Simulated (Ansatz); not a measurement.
The same molecule with X = O, S, Se. Ansatz, PBE0-D4/def2-TZVP geometries, multiplicity 1. Each molecule was computed in one conformer, which needn't be the lowest.

Scalar relativity is left out up to krypton.

| X | molecule | mean X–H bond length / Å | mean X–Si bond length / Å | zero-point energy (PBE0-D4/def2-TZVP) / kJ/mol | HOMO–LUMO gap (B3LYP/def2-TZVPP) / eV | HOMO energy (B3LYP/def2-TZVPP) / eV |
| --- | --- | --- | --- | --- | --- | --- |
| O | `C[Si](O)(F)Cl` | 0.958 | 1.623 | 147.7 | 9.28 | -8.99 |
| S | `C[Si](F)(S)Cl` | 1.346 | 2.117 | 135.8 | 7.60 | -7.69 |

(1) Give the row for X = Se, `C[Si](F)(Cl)[SeH]`. (An estimate is asked.)

Results:

(1) Computed: 
```csv
X,molecule,mean X–H bond length / Å,mean X–Si bond length / Å,zero-point energy (PBE0-D4/def2-TZVP) / kJ/mol,HOMO–LUMO gap (B3LYP/def2-TZVPP) / eV,HOMO energy (B3LYP/def2-TZVPP) / eV
Se,`C[Si](F)(Cl)[SeH]`,1.471,2.260,132.3,6.84,-7.21
```

From O to Se the mean X–H bond length rises at each step, by 0.513 Å in all; the mean X–Si bond length rises at each step, by 0.637 Å in all; the zero-point energy (PBE0-D4/def2-TZVP) falls at each step, by 15.4 kJ/mol in all; the HOMO–LUMO gap (B3LYP/def2-TZVPP) falls at each step, by 2.44 eV in all; the HOMO energy (B3LYP/def2-TZVPP) rises at each step, by 1.78 eV in all. Bonds lengthen as the atom grows down the group.

B3LYP here is the variant with VWN-RPA as its local correlation; programs differ in this.

Spin–orbit coupling is left out; it splits and shifts lone-pair levels of the heavy atoms by tenths of an eV.
